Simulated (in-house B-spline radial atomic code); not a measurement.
Neutral tin is squeezed into an impenetrable sphere of radius R (the orbitals vanish at R). No spin polarisation. Caution: exact exchange at fractional occupations of open shells leaves self-interaction of up to several eV. Method: non-relativistic B3LYP, spherical fractional occupations, point nucleus. Calculated with an all-electron radial atomic-structure program (B-spline basis).

Energies in eV above the free atom in [Kr] 4d10 5s2 5p2:

| R (bohr) | highest level (eV) | [Kr] 4d10 5s2 5p2 | [Ar] 3d10 4s2 4p5 4d10 5s2 5p2 5d1 | [Kr] 4d10 5s1 5p2 5d1 | -dE/dV in [Kr] 4d10 5s2 5p2 (GPa) |
| --- | --- | --- | --- | --- | --- |
| 9.74 | -3.6 | 0.03427 | 98.43 | 13.37 | 0.0308 |
| 6.97 | -2.93 | 0.5589 | 100.3 | 15.45 | 1.03 |
| 4.6 | 1.78 | 7.848 | 112.2 | 28.52 | 38.7 |
| 4.36 | 3.13 | 10.54 | 116.1 | 32.55 | 59.2 |
| 3.71 | 9.13 | 24.45 | 135.5 | 51.73 | 207 |
| 3.19 | 18.9 | 51.3 | 171.2 | 85.52 | 653 |
| 2.51 | 50.5 | 158 | 305.2 | 207.8 | 3980 |
| 2.26 | 75.4 | 255.4 | 422.9 | 313.5 | 8700 |
| 1.93 | 135 | 519.5 | 732.9 | 590.6 | 27900 |
| 1.52 | 308 | 1465 | 1802 | 1551 | 152000 |

(1) Does [Ar] 3d10 4s2 4p5 4d10 5s2 5p2 5d1 fall below [Kr] 4d10 5s2 5p2 under compression?

(2) Does [Kr] 4d10 5s1 5p2 5d1 fall below [Kr] 4d10 5s2 5p2 under compression?

The highest level is first positive in the row R = 4.6 bohr, pushed up by confinement above the zero of the free ion's potential. Each configuration is held fixed and needn't be the lowest in the sphere.

Answers

(1) No, it stays above over the whole range.

(2) No, it stays above over the whole range.
